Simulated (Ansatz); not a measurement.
Isomers of C2H8Si, B3LYP-D3(BJ)/def2-TZVP minima from an xTB search, which can miss the lowest.
Isomer 1, SMILES C[SiH2]C (charge 0, multiplicity 1):
```xyz
11

C      1.56154    -0.22267     0.13485
Si    -0.05244     0.72986     0.03286
C     -1.51464    -0.43023    -0.16417
H      2.41210     0.45233     0.24686
H      1.72100    -0.81665    -0.76774
H      1.55873    -0.90366     0.98874
H     -0.00371     1.66713    -1.11961
H     -0.22701     1.54406     1.26398
H     -1.41833    -1.02730    -1.07365
H     -1.58407    -1.11684     0.68238
H     -2.45317     0.12397    -0.22451
```
Isomer 2, SMILES CC[SiH3] (charge 0, multiplicity 1):
```csv
atom,x (Å),y (Å),z (Å)
C,1.2462,0.3059,-0.8143
C,0.2619,-0.6611,-0.1444
Si,-1.3557,0.1485,0.3722
H,2.1712,-0.1991,-1.1000
H,0.8185,0.7454,-1.7180
H,1.5127,1.1277,-0.1462
H,0.0296,-1.4914,-0.8183
H,0.7184,-1.1112,0.7424
H,-1.0968,1.2483,1.3353
H,-2.2614,-0.8367,1.0131
H,-2.0445,0.7239,-0.8103
```

Cores are frozen in the correlated methods. MP2 and its Hartree–Fock in cc-pV(Q+d)Z are density fitted.

Codes used: Ansatz (Gaussian basis) for Hartree–Fock, density functionals and correlated methods. Each number belongs to the level named beside it.

The energy of isomer 2 above isomer 1 is E(isomer 2) − E(isomer 1). Total energies (hartree):

```tsv
level	isomer 2	isomer 1
HF/cc-pV(T+d)Z	-369.3689199	-369.3877428
MP2/cc-pV(T+d)Z	-369.8612845	-369.8818104
HF/cc-pV(Q+d)Z	-369.3776642	-369.3964458
MP2/cc-pV(Q+d)Z	-369.9011361	-369.9220517
CCSD(T)/cc-pV(T+d)Z	-369.9294947	-369.9490940
```

Question: Work out the energy of isomer 2 above isomer 1 at the basis-set limit: extrapolate the MP2 correlation part as X⁻³, take Hartree–Fock from the larger set, and add the CCSD(T) − MP2 difference of cc-pV(T+d)Z.

Answer: 
1. Differences (1 hartree = 627.509 kcal/mol): HF/cc-pV(T+d)Z 11.812; MP2/cc-pV(T+d)Z 12.880; HF/cc-pV(Q+d)Z 11.786; MP2/cc-pV(Q+d)Z 13.125; CCSD(T)/cc-pV(T+d)Z 12.299.
2. Correlation parts, MP2 less HF: 1.069 in cc-pV(T+d)Z (X = 3), 1.339 in cc-pV(Q+d)Z (X = 4).
3. Limit (4³·(1.339) − 3³·(1.069))/(4³ − 3³) = 1.536; with HF/cc-pV(Q+d)Z it gives 13.322.
4. CCSD(T) less MP2 in cc-pV(T+d)Z: -0.581.
Result: 12.74 kcal/mol, against 12.88 at MP2/cc-pV(T+d)Z. It is an estimate of this method's limit, not of the exact value.

Ansatz is a program for electronic structure.
